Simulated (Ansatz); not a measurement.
Input file for Ansatz (a first-principles code): R-PBE/def2-TZVPP on GeH4O (SMILES [OH][GeH3]), atoms moved off the minimum.

Ansatz 0.2 input:
```yaml
crystal:
  periodic: [false, false, false]
  atoms:
    - {symbol: Ge, position_ang: [-0.34647460, 0.06714900, 0.00103580]}
    - {symbol: O, position_ang: [1.40184379, -0.39901055, -0.35921204]}
    - {symbol: H, position_ang: [-0.54674365, -0.10766961, 1.55294887]}
    - {symbol: H, position_ang: [-1.22429468, -0.81759824, -0.78652986]}
    - {symbol: H, position_ang: [-0.64809694, 1.56476135, -0.26599037]}
    - {symbol: H, position_ang: [2.01672318, 0.13158235, -0.00504271]}
basis:
  gaussian:
    orbitals: def2-TZVPP
hamiltonian:
  xc: {name: PBE}
scf: {lower_state_search: off}
output: {forces: true}
```

The log:

```
WARN ansatz: RAYON_NUM_THREADS=1 ignored (pool sized by the plan → 1); use --threads N
Functional definition: PBE
these checks for a lower state are left out or cut short: stability, starts, cluster_reference, orbital_swaps, neighbouring_geometries, increment
integrals: 0.04 GiB planned
745 factors; their error is unknown
mean field: 0.35 GiB planned
mean field evaluation 1: about -58613.2564 eV, gradient 6.9e1 eV
mean field evaluation 2: about -58551.2658 eV, gradient 1.7e2 eV
mean field evaluation 4: about -58620.1911 eV, gradient 1.2e1 eV
mean field evaluation 8: about -58620.3913 eV, gradient 1.5e-1 eV
mean field evaluation 16: about -58620.3790 eV, gradient 6.5e-5 eV
mean field -58620.37902193 eV, -2154.2591947359 hartree, gradient 4.2e-6 eV, S^2 0.000000; 0 other end points of the search recorded, 0 dependent functions left out
the calculation of the forces begins
reference -58620.37905528 eV, -2154.2591959614 hartree; 22, 22 occupied and 113, 113 virtual orbitals, 745 factors
Total energy: -58620.37905528 eV, -2154.2591959614 hartree
Atom 0 at    -0.346475     0.067149     0.001036 Å, force     1.476267     0.733666     1.349888 eV/Å
Atom 1 at     1.401844    -0.399011    -0.359212 Å, force    -4.654211    -3.233037    -2.366496 eV/Å
Atom 2 at    -0.546744    -0.107670     1.552949 Å, force    -0.028938    -0.099677    -0.331936 eV/Å
Atom 3 at    -1.224295    -0.817598    -0.786530 Å, force    -0.534510    -0.803235    -0.712815 eV/Å
Atom 4 at    -0.648097     1.564761    -0.265990 Å, force     0.131771     0.013305    -0.213666 eV/Å
Atom 5 at     2.016723     0.131582    -0.005043 Å, force     3.609622     3.388978     2.275025 eV/Å
Dipole moment:    -0.100199     0.204672     0.102992 e Å
Checks for a lower state left out: stability, starts, cluster_reference, orbital_swaps, neighbouring_geometries, increment
```

The run converged.

Cost: very roughly 1.3 core-seconds.
